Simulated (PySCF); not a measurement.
C₉H₆N₄, SMILES N1C2N3C(C=CN=C3C=CC=2)=NC=1.

Geometry optimised at B3LYP-D3(BJ)/def2-SVP.

Calculation: B3LYP-D3(BJ)/def2-SVP (PySCF 2.14.0).

Frequencies are harmonic and unscaled.

```json
[
 {"mode": "1", "ν (cm⁻¹)": "126", "IR (km/mol)": "0.5", "moving atoms (share of kinetic energy)": "N 60 %, C 33 %"},
 {"mode": "2", "ν (cm⁻¹)": "142", "IR (km/mol)": "0.7", "moving atoms (share of kinetic energy)": "C 70 %, H 15 %, N 14 %"},
 {"mode": "3", "ν (cm⁻¹)": "225", "IR (km/mol)": "0.8", "moving atoms (share of kinetic energy)": "C 47 %, N 42 %, H 11 %"},
 {"mode": "4", "ν (cm⁻¹)": "242", "IR (km/mol)": "1.2", "moving atoms (share of kinetic energy)": "C 48 %, N 34 %, H 17 %"},
 {"mode": "5", "ν (cm⁻¹)": "466", "IR (km/mol)": "6.6", "moving atoms (share of kinetic energy)": "C 56 %, N 35 %, H 9 %"},
 {"mode": "6", "ν (cm⁻¹)": "473", "IR (km/mol)": "13.1", "moving atoms (share of kinetic energy)": "N 50 %, C 31 %, H 18 %"},
 {"mode": "7", "ν (cm⁻¹)": "474", "IR (km/mol)": "9.5", "moving atoms (share of kinetic energy)": "C 59 %, N 30 %, H 11 %"},
 {"mode": "8", "ν (cm⁻¹)": "481", "IR (km/mol)": "0.1", "moving atoms (share of kinetic energy)": "C 52 %, H 28 %, N 20 %"},
 {"mode": "9", "ν (cm⁻¹)": "488", "IR (km/mol)": "0.5", "moving atoms (share of kinetic energy)": "C 59 %, N 39 %"},
 {"mode": "10", "ν (cm⁻¹)": "502", "IR (km/mol)": "1.8", "moving atoms (share of kinetic energy)": "C 57 %, H 22 %, N 21 %"},
 {"mode": "11", "ν (cm⁻¹)": "515", "IR (km/mol)": "1.8", "moving atoms (share of kinetic energy)": "C 73 %, N 20 %"},
 {"mode": "12", "ν (cm⁻¹)": "602", "IR (km/mol)": "7.3", "moving atoms (share of kinetic energy)": "C 55 %, N 39 %"},
 {"mode": "13", "ν (cm⁻¹)": "659", "IR (km/mol)": "0.4", "moving atoms (share of kinetic energy)": "C 69 %, N 24 %"},
 {"mode": "14", "ν (cm⁻¹)": "707", "IR (km/mol)": "2.3", "moving atoms (share of kinetic energy)": "C 64 %, H 31 %"},
 {"mode": "15", "ν (cm⁻¹)": "724", "IR (km/mol)": "0.6", "moving atoms (share of kinetic energy)": "C 63 %, N 19 %, H 19 %"},
 {"mode": "16", "ν (cm⁻¹)": "796", "IR (km/mol)": "38.1", "moving atoms (share of kinetic energy)": "H 70 %, C 22 %"},
 {"mode": "17", "ν (cm⁻¹)": "804", "IR (km/mol)": "0.5", "moving atoms (share of kinetic energy)": "C 81 %, H 11 %"},
 {"mode": "18", "ν (cm⁻¹)": "831", "IR (km/mol)": "4.5", "moving atoms (share of kinetic energy)": "H 61 %, C 32 %"},
 {"mode": "19", "ν (cm⁻¹)": "841", "IR (km/mol)": "6.4", "moving atoms (share of kinetic energy)": "C 50 %, N 41 %, H 9 %"},
 {"mode": "20", "ν (cm⁻¹)": "866", "IR (km/mol)": "49.1", "moving atoms (share of kinetic energy)": "C 65 %, N 27 %, H 9 %"},
 {"mode": "21", "ν (cm⁻¹)": "880", "IR (km/mol)": "30.2", "moving atoms (share of kinetic energy)": "N 50 %, C 41 %, H 9 %"},
 {"mode": "22", "ν (cm⁻¹)": "886", "IR (km/mol)": "0.6", "moving atoms (share of kinetic energy)": "H 63 %, C 35 %"},
 {"mode": "23", "ν (cm⁻¹)": "1006", "IR (km/mol)": "0.0", "moving atoms (share of kinetic energy)": "H 68 %, C 32 %"},
 {"mode": "24", "ν (cm⁻¹)": "1013", "IR (km/mol)": "1.6", "moving atoms (share of kinetic energy)": "H 66 %, C 32 %"},
 {"mode": "25", "ν (cm⁻¹)": "1019", "IR (km/mol)": "0.0", "moving atoms (share of kinetic energy)": "H 74 %, C 26 %"},
 {"mode": "26", "ν (cm⁻¹)": "1038", "IR (km/mol)": "6.7", "moving atoms (share of kinetic energy)": "C 44 %, N 31 %, H 25 %"},
 {"mode": "27", "ν (cm⁻¹)": "1074", "IR (km/mol)": "15.2", "moving atoms (share of kinetic energy)": "C 43 %, N 35 %, H 22 %"},
 {"mode": "28", "ν (cm⁻¹)": "1096", "IR (km/mol)": "16.9", "moving atoms (share of kinetic energy)": "H 54 %, C 27 %, N 19 %"},
 {"mode": "29", "ν (cm⁻¹)": "1113", "IR (km/mol)": "9.0", "moving atoms (share of kinetic energy)": "C 44 %, N 39 %, H 18 %"},
 {"mode": "30", "ν (cm⁻¹)": "1126", "IR (km/mol)": "14.5", "moving atoms (share of kinetic energy)": "H 49 %, N 40 %, C 11 %"},
 {"mode": "31", "ν (cm⁻¹)": "1175", "IR (km/mol)": "8.7", "moving atoms (share of kinetic energy)": "H 54 %, N 24 %, C 22 %"},
 {"mode": "32", "ν (cm⁻¹)": "1234", "IR (km/mol)": "13.4", "moving atoms (share of kinetic energy)": "C 64 %, N 18 %, H 18 %"},
 {"mode": "33", "ν (cm⁻¹)": "1247", "IR (km/mol)": "42.5", "moving atoms (share of kinetic energy)": "C 54 %, N 28 %, H 18 %"},
 {"mode": "34", "ν (cm⁻¹)": "1275", "IR (km/mol)": "38.5", "moving atoms (share of kinetic energy)": "H 53 %, C 37 %, N 10 %"},
 {"mode": "35", "ν (cm⁻¹)": "1282", "IR (km/mol)": "7.2", "moving atoms (share of kinetic energy)": "C 52 %, H 38 %, N 10 %"},
 {"mode": "36", "ν (cm⁻¹)": "1337", "IR (km/mol)": "85.0", "moving atoms (share of kinetic energy)": "C 43 %, H 40 %, N 17 %"},
 {"mode": "37", "ν (cm⁻¹)": "1375", "IR (km/mol)": "10.4", "moving atoms (share of kinetic energy)": "C 54 %, H 36 %, N 10 %"},
 {"mode": "38", "ν (cm⁻¹)": "1428", "IR (km/mol)": "5.9", "moving atoms (share of kinetic energy)": "H 41 %, C 39 %, N 20 %"},
 {"mode": "39", "ν (cm⁻¹)": "1439", "IR (km/mol)": "15.5", "moving atoms (share of kinetic energy)": "H 49 %, C 37 %, N 14 %"},
 {"mode": "40", "ν (cm⁻¹)": "1528", "IR (km/mol)": "65.1", "moving atoms (share of kinetic energy)": "C 67 %, N 20 %, H 13 %"},
 {"mode": "41", "ν (cm⁻¹)": "1548", "IR (km/mol)": "42.6", "moving atoms (share of kinetic energy)": "C 64 %, N 22 %, H 14 %"},
 {"mode": "42", "ν (cm⁻¹)": "1627", "IR (km/mol)": "17.4", "moving atoms (share of kinetic energy)": "C 78 %, N 15 %"},
 {"mode": "43", "ν (cm⁻¹)": "1635", "IR (km/mol)": "189.9", "moving atoms (share of kinetic energy)": "C 73 %, N 19 %"},
 {"mode": "44", "ν (cm⁻¹)": "1684", "IR (km/mol)": "766.4", "moving atoms (share of kinetic energy)": "C 81 %, N 16 %"},
 {"mode": "45", "ν (cm⁻¹)": "1696", "IR (km/mol)": "671.4", "moving atoms (share of kinetic energy)": "C 80 %, N 16 %"},
 {"mode": "46", "ν (cm⁻¹)": "3150", "IR (km/mol)": "38.0", "moving atoms (share of kinetic energy)": "H 92 %, C 8 %"},
 {"mode": "47", "ν (cm⁻¹)": "3154", "IR (km/mol)": "25.8", "moving atoms (share of kinetic energy)": "H 92 %, C 8 %"},
 {"mode": "48", "ν (cm⁻¹)": "3194", "IR (km/mol)": "8.4", "moving atoms (share of kinetic energy)": "H 92 %, C 8 %"},
 {"mode": "49", "ν (cm⁻¹)": "3239", "IR (km/mol)": "0.2", "moving atoms (share of kinetic energy)": "H 91 %, C 9 %"},
 {"mode": "50", "ν (cm⁻¹)": "3241", "IR (km/mol)": "1.2", "moving atoms (share of kinetic energy)": "H 91 %, C 9 %"},
 {"mode": "51", "ν (cm⁻¹)": "3245", "IR (km/mol)": "0.6", "moving atoms (share of kinetic energy)": "H 91 %, C 9 %"}
]
```
